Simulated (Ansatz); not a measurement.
Born–Oppenheimer molecular dynamics of ClH5O3Si (10 atoms, charge 0, multiplicity 1). It starts at the highest image of a converged band, a first-order saddle point between two minima.

All numbers below come from RKS CAM-B3LYP/def2-SVP in Ansatz 0.2.0.

- ensemble: NVE (velocity Verlet)
- time step: 0.5 fs
- steps asked: 200
- starting velocities drawn for: 100 K
- seed: 3579

Frames 5 fs apart, positions in Å, forces in eV/Å.

Velocities at 5 fs (Å/ps):

```
Si 0.12 -0.26 -1.07
Cl 0.22 0.02 0.49
O -0.09 -0.71 0.28
H -11.65 -2.04 -0.12
H -5.08 -4.22 -7.44
O 0.06 0.20 -0.41
H 5.32 2.65 -7.62
O 2.14 0.39 0.29
H -14.80 5.26 9.14
H -18.24 6.97 16.20
```

```xyz
10
Properties=species:S:1:pos:R:3:forces:R:3 time_fs=5 energy_less_start_eV=0.028 T=73
Si 0.146 0.154 -0.070 0.28 0.10 0.25
Cl -1.230 0.387 2.025 -0.01 0.08 -0.03
O 1.514 0.101 -1.027 0.03 -0.19 -0.14
H 1.599 -0.766 -1.444 0.15 0.08 -0.03
H -0.811 1.001 -0.762 -0.15 0.19 0.01
O -0.085 -1.461 0.137 0.14 -0.04 -0.14
H -0.750 -1.637 0.810 -0.19 -0.11 0.20
O 1.159 1.139 1.149 -1.08 0.09 -0.26
H 2.103 0.965 1.165 0.51 -0.12 0.14
H 0.576 1.106 1.981 0.31 -0.09 0.00
10
Properties=species:S:1:pos:R:3:forces:R:3 time_fs=10 energy_less_start_eV=0.059 T=44
Si 0.148 0.154 -0.074 -0.02 0.37 0.18
Cl -1.229 0.387 2.027 -0.05 0.09 -0.02
O 1.514 0.096 -1.027 0.05 -0.11 -0.16
H 1.563 -0.769 -1.452 0.21 0.00 -0.10
H -0.840 0.992 -0.786 0.20 -0.04 0.25
O -0.083 -1.460 0.133 -0.44 -0.27 0.44
H -0.762 -1.644 0.813 0.39 0.08 -0.37
O 1.155 1.142 1.153 0.42 -0.15 0.17
H 2.133 0.968 1.224 -1.16 0.14 -0.09
H 0.557 1.125 1.986 0.40 -0.12 -0.30
10
Properties=species:S:1:pos:R:3:forces:R:3 time_fs=15 energy_less_start_eV=0.060 T=43
Si 0.150 0.156 -0.077 0.03 -0.19 0.35
Cl -1.228 0.388 2.030 -0.09 0.01 -0.06
O 1.515 0.089 -1.030 0.06 -0.03 -0.15
H 1.575 -0.763 -1.479 0.14 0.06 -0.01
H -0.836 0.987 -0.760 -0.01 0.19 0.03
O -0.083 -1.462 0.131 0.44 0.11 -0.44
H -0.747 -1.650 0.791 -0.48 -0.15 0.50
O 1.150 1.144 1.155 -1.31 0.37 -0.61
H 2.070 0.974 1.272 1.55 -0.34 -0.02
H 0.594 1.118 1.977 -0.34 -0.04 0.42
10
Properties=species:S:1:pos:R:3:forces:R:3 time_fs=20 energy_less_start_eV=0.060 T=43
Si 0.152 0.157 -0.076 0.24 -0.29 0.32
Cl -1.228 0.390 2.031 -0.12 0.00 0.09
O 1.516 0.082 -1.034 0.05 0.19 -0.08
H 1.618 -0.749 -1.510 0.01 -0.02 0.04
H -0.827 1.021 -0.724 0.00 0.13 -0.06
O -0.082 -1.464 0.128 -0.49 -0.10 0.45
H -0.763 -1.666 0.804 0.44 0.18 -0.42
O 1.139 1.150 1.153 1.01 -0.28 0.96
H 2.111 0.947 1.286 -1.30 0.22 -0.47
H 0.578 1.098 2.020 0.17 -0.04 -0.83
10
Properties=species:S:1:pos:R:3:forces:R:3 time_fs=25 energy_less_start_eV=0.046 T=56
Si 0.156 0.156 -0.074 -0.07 -0.04 -0.10
Cl -1.229 0.391 2.034 -0.17 -0.08 0.05
O 1.518 0.078 -1.040 0.01 0.33 0.07
H 1.664 -0.736 -1.532 -0.09 -0.05 0.09
H -0.814 1.080 -0.696 0.24 -0.21 0.03
O -0.084 -1.465 0.128 0.24 0.23 -0.28
H -0.749 -1.663 0.790 -0.32 -0.06 0.32
O 1.134 1.154 1.157 -0.51 0.17 -1.22
H 2.055 0.929 1.223 1.09 -0.24 0.12
H 0.563 1.068 1.960 -0.43 -0.05 0.91
10
Properties=species:S:1:pos:R:3:forces:R:3 time_fs=30 energy_less_start_eV=0.062 T=41
Si 0.160 0.154 -0.072 0.64 0.01 -0.04
Cl -1.230 0.391 2.037 -0.10 -0.01 0.24
O 1.520 0.078 -1.044 0.00 0.25 0.05
H 1.689 -0.734 -1.532 -0.12 -0.04 0.11
H -0.762 1.102 -0.670 -0.22 0.00 -0.19
O -0.085 -1.465 0.126 -0.25 0.09 0.20
H -0.756 -1.658 0.801 0.11 0.04 -0.11
O 1.128 1.157 1.151 0.00 -0.62 0.45
H 2.079 0.898 1.171 -0.66 0.23 0.13
H 0.499 1.031 2.009 0.59 0.05 -0.84
10
Properties=species:S:1:pos:R:3:forces:R:3 time_fs=35 energy_less_start_eV=0.049 T=53
Si 0.168 0.153 -0.070 -0.03 0.13 -0.39
Cl -1.233 0.392 2.041 -0.18 -0.13 0.10
O 1.523 0.083 -1.048 0.06 0.19 0.12
H 1.689 -0.746 -1.509 -0.06 -0.07 0.06
H -0.747 1.116 -0.681 -0.10 -0.15 -0.08
O -0.089 -1.462 0.126 -0.19 0.05 0.22
H -0.758 -1.649 0.806 0.13 0.07 -0.14
O 1.118 1.153 1.146 0.78 -0.18 -1.16
H 2.057 0.891 1.154 -0.07 0.10 0.23
H 0.537 1.005 1.941 -0.33 -0.01 1.05
10
Properties=species:S:1:pos:R:3:forces:R:3 time_fs=40 energy_less_start_eV=0.037 T=64
Si 0.177 0.152 -0.072 -0.30 0.33 -0.53
Cl -1.236 0.391 2.046 -0.04 -0.08 0.19
O 1.526 0.089 -1.051 0.11 -0.10 -0.01
H 1.674 -0.767 -1.470 0.01 0.04 0.03
H -0.757 1.095 -0.711 0.03 -0.24 0.09
O -0.094 -1.459 0.128 0.32 0.15 -0.22
H -0.753 -1.634 0.803 -0.33 -0.09 0.32
O 1.114 1.147 1.132 -0.53 -0.21 0.94
H 2.043 0.902 1.182 0.58 -0.05 -0.04
H 0.546 0.989 2.006 0.16 0.23 -0.77
10
Properties=species:S:1:pos:R:3:forces:R:3 time_fs=45 energy_less_start_eV=0.035 T=67
Si 0.183 0.154 -0.078 -0.33 -0.20 -0.33
Cl -1.240 0.390 2.053 -0.08 -0.06 0.12
O 1.531 0.095 -1.053 0.14 -0.17 -0.02
H 1.662 -0.784 -1.427 0.10 0.01 -0.07
H -0.769 1.032 -0.729 -0.21 0.18 -0.06
O -0.098 -1.454 0.130 -0.32 -0.10 0.51
H -0.772 -1.622 0.823 0.43 0.15 -0.44
O 1.111 1.136 1.127 1.57 -0.17 0.35
H 2.080 0.923 1.203 -1.01 0.26 -0.22
H 0.563 1.015 1.971 -0.29 0.09 0.17
10
Properties=species:S:1:pos:R:3:forces:R:3 time_fs=50 energy_less_start_eV=0.034 T=68
Si 0.186 0.155 -0.087 -0.44 -0.04 -0.40
Cl -1.245 0.389 2.060 0.01 0.08 0.11
O 1.538 0.098 -1.056 0.07 -0.23 -0.05
H 1.674 -0.793 -1.400 0.12 0.06 -0.10
H -0.815 0.997 -0.752 0.14 0.05 0.13
O -0.102 -1.450 0.135 0.62 0.14 -0.41
H -0.760 -1.597 0.812 -0.47 -0.14 0.50
O 1.119 1.125 1.126 -1.51 0.37 0.15
H 2.048 0.969 1.190 1.47 -0.24 0.11
H 0.516 1.066 1.960 0.01 -0.05 -0.03
10
Properties=species:S:1:pos:R:3:forces:R:3 time_fs=55 energy_less_start_eV=0.054 T=49
Si 0.186 0.155 -0.099 0.04 -0.01 -0.21
Cl -1.249 0.388 2.068 0.04 0.22 0.19
O 1.545 0.098 -1.060 -0.01 -0.17 -0.11
H 1.713 -0.791 -1.395 0.06 0.05 -0.08
H -0.837 0.981 -0.751 0.18 0.09 0.10
O -0.102 -1.445 0.139 -0.27 -0.12 0.45
H -0.778 -1.581 0.835 0.40 0.06 -0.38
O 1.121 1.117 1.128 0.47 -0.02 0.57
H 2.112 0.998 1.181 -1.39 0.12 -0.01
H 0.458 1.099 1.964 0.46 -0.22 -0.51
10
Properties=species:S:1:pos:R:3:forces:R:3 time_fs=60 energy_less_start_eV=0.046 T=57
Si 0.186 0.155 -0.113 0.36 -0.39 -0.02
Cl -1.254 0.389 2.077 -0.04 0.13 0.05
O 1.553 0.095 -1.065 -0.09 0.03 -0.04
H 1.766 -0.779 -1.409 -0.02 -0.01 -0.03
H -0.822 0.992 -0.732 -0.04 0.28 -0.12
O -0.101 -1.440 0.146 0.30 0.03 -0.21
H -0.766 -1.567 0.832 -0.20 -0.05 0.24
O 1.119 1.111 1.134 -1.03 0.20 -1.20
H 2.063 1.032 1.185 1.11 -0.14 0.23
H 0.478 1.089 1.903 -0.34 -0.08 1.09
```

Of the whole run (100 fs, mean temperature of the second half 154 K): The conserved energy stayed within 0.16 meV per atom of its start (net change 0.0026 meV per atom), so the integration is sound. The kinetic energy rose, since the run started high on the potential surface and went downhill. It ends in pieces (ClH + H4O3Si), so much of that is their flight and rotation, not heat. A run of 0.1 ps of so small a system gives no equilibrium averages. The orbitals stay closed-shell, which can raise the energy where a bond breaks towards radicals; this wasn't checked here.

Run time: 4.4 min on 4 threads of Arm Neoverse V2 (shared host), peak memory 0.27 GiB.
